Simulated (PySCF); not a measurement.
Method: ωB97X-D3(BJ)/def2-TZVP // PBE0-D3(BJ)/def2-TZVP (PySCF). Isolated molecules, 0 K electronic values unless said otherwise. One relaxed conformer stands for a flexible species; it need not be the lowest. Delta-SCF ions had no search for a lower state. Excitations are Tamm–Dancoff values on a coarser integration grid. The basis has no diffuse functions, so Rydberg states are missing or too high.

Reference species (SMILES): `O[Si](O)(O)O` (neutral, multiplicity 1).

- T1 excitation (TDA): 8.21 eV
- S1 oscillator strength: 0.012
- vertical ionisation energy (Delta-SCF): 11.89 eV

Changed species: `O[SiH2]O` (H–O–Si–O torsion 66°, O–Si–O–H torsion 66°) (2 of 4 OH replaced by H; the reference has 0 of 4 OH replaced by H).

Task: Predict the effect on the T1 excitation (TDA), S1 oscillator strength and vertical ionisation energy (Delta-SCF).

Result: the T1 excitation (TDA) falls by 0.29 eV, to 7.92 eV; the S1 oscillator strength stays essentially unchanged; the vertical ionisation energy (Delta-SCF) falls by 0.17 eV, to 11.72 eV.
